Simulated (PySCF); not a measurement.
Geometry:
| atom | x (Å) | y (Å) | z (Å) |
| --- | --- | --- | --- |
| Si1 | 1.131 | -0.202 | -1.421 |
| C2 | 2.241 | -0.458 | -2.894 |
| N3 | 1.354 | 1.345 | -0.637 |
| Si4 | 0.329 | 1.637 | 0.757 |
| C5 | 0.659 | 3.284 | 1.559 |
| N6 | -1.315 | 1.511 | 0.165 |
| Si7 | -1.695 | -0.040 | -0.575 |
| C8 | -3.478 | -0.128 | -1.106 |
| N9 | -0.568 | -0.230 | -1.902 |
| N10 | -1.323 | -1.322 | 0.588 |
| Si11 | 0.326 | -1.297 | 1.193 |
| C12 | 0.623 | -2.647 | 2.441 |
| N13 | 1.401 | -1.424 | -0.188 |
| N14 | 0.618 | 0.302 | 1.859 |
| H15 | 3.297 | -0.399 | -2.590 |
| H16 | 2.071 | -1.444 | -3.356 |
| H17 | 2.052 | 0.307 | -3.662 |
| H18 | 1.305 | 2.103 | -1.319 |
| H19 | 0.432 | 4.110 | 0.867 |
| H20 | 0.036 | 3.407 | 2.458 |
| H21 | 1.715 | 3.368 | 1.859 |
| H22 | -2.034 | 1.844 | 0.804 |
| H23 | -3.702 | -1.105 | -1.561 |
| H24 | -3.695 | 0.661 | -1.842 |
| H25 | -4.157 | 0.006 | -0.250 |
| H26 | -0.822 | -1.011 | -2.505 |
| H27 | -2.026 | -1.443 | 1.316 |
| H28 | 1.677 | -2.660 | 2.761 |
| H29 | -0.004 | -2.498 | 3.333 |
| H30 | 0.382 | -3.633 | 2.015 |
| H31 | 1.511 | -2.364 | -0.563 |
| H32 | 1.516 | 0.372 | 2.337 |

Geometry: PBE0-D3(BJ)/def2-SVP; GIAO shifts from PySCF 2.14.0 with density-fitted response routines, gas phase, non-relativistic, averaged over equivalent atoms.

At wB97X-D/pcSseg-1 (356 basis functions):
```
                                          atoms  δ (ppm)
                               Si1/Si4/Si7/Si11     -5.5
                                   C2/C5/C8/C12      0.5
                           N3/N6/N9/N10/N13/N14     63.3
                        H18/H22/H26/H27/H31/H32     0.16
H15/H16/H17/H19/H20/H21/H23/H24/H25/H28/H29/H30     0.09
```

δ = σ(ref) − σ, references computed at the same level: TMS for $^{29}$Si (σ = 352.93 ppm), $^{13}$C (σ = 184.54 ppm), $^{1}$H (σ = 31.38 ppm); $^{15}$N (σ = 263.98 ppm) vs NH3.

Estimate the result of repeating the calculation with PBE0/pcSseg-1.

Answers


```tsv
atoms	δ at PBE0/pcSseg-1	change
Si1/Si4/Si7/Si11	-7.6	-2.1
C2/C5/C8/C12	0.7	+0.2
N3/N6/N9/N10/N13/N14	67.5	+4.2
H18/H22/H26/H27/H31/H32	0.23	+0.07
H15/H16/H17/H19/H20/H21/H23/H24/H25/H28/H29/H30	0.08	-0.01
```

Shifts are taken against calculated references (same method and geometry level): $^{29}$Si (σ = 351.99 ppm), $^{13}$C (σ = 184.41 ppm), $^{1}$H (σ = 31.27 ppm) against TMS; $^{15}$N (σ = 265.67 ppm) against NH3.

The largest change is at N3/N6/N9/N10/N13/N14 (nitrogen bonded to 2 Si, H). Cost: 356 basis functions.

Experimental scales use liquid or dissolved standards, which lie at an offset from isolated NH3 (liquid NH3: subtract about 20 ppm).
